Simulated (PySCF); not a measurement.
# State search for CaTe

Unrestricted PBE0; PySCF, scalar-relativistic core potentials, basis sets Ca def2-SVP, Te def2-SVP with ECP28. Outer shells of the fragments: Ca 4s2; Te 4d10 5s2 5p4.

Followed along the bond (rough minima from three points):

| 2Ms+1 | unpaired | ⟨S²⟩ at the start | R at minimum (Å) | Te (eV) |
| --- | --- | --- | --- | --- |
| 1 | none | 0.00 | 2.66 | 0.00 |
| 3 | σ ↑, π ↑ | 2.00 | 2.94 | 0.60 |
| 1 | σ ↓, π ↑ | 1.00 | 2.94 | 0.62 |
| 3 | σ ↑↑ | 2.00 | 2.83 | 1.39 |

Solutions found at the starting distance of 2.910 Å, counted from the lowest of them; the search is not exhaustive and high or unbound solutions are not listed, so other states can lie among these:

```
2Ms+1  unpaired   term  E (eV)  ⟨S²⟩  ⟨Lz²⟩   μ (D)
    1      none    ¹Σ⁺    0.00  0.00   0.00  -10.84
    3  σ ↑, π ↑     ³Π    0.33  2.00   1.01   -4.36
    1  σ ↓, π ↑  mixed    0.35  1.00   1.01   -4.42
    3      σ ↑↑    ³Σ⁺    1.13  2.00   0.00   -4.53
    3      π ↑↑  mixed    2.12  2.00   2.01   -4.62
    3      π ↑↑  mixed    2.16  2.00   2.01   -4.62
```

A term symbol is given only where ⟨S²⟩ and ⟨Lz²⟩ are close to those of a pure state; real π, δ and φ orbitals otherwise mix terms. A positive dipole means Ca(−)Te(+).

Question: Compare the gap between the two lowest followed solutions at the starting distance with the gap between their minima.

Answer: At PBE0 the second solution (triplet, unpaired electrons σ ↑, π ↑) lies +0.33 eV from the first (singlet, closed shell) at 2.910 Å and +0.60 eV at the minima; the two curves relax by different amounts, since their minima lie near 2.94 and 2.66 Å.

Spin–orbit coupling is left out. Counting both spins, an empty level lies below a filled one in some of these solutions, because spin and occupation are held.
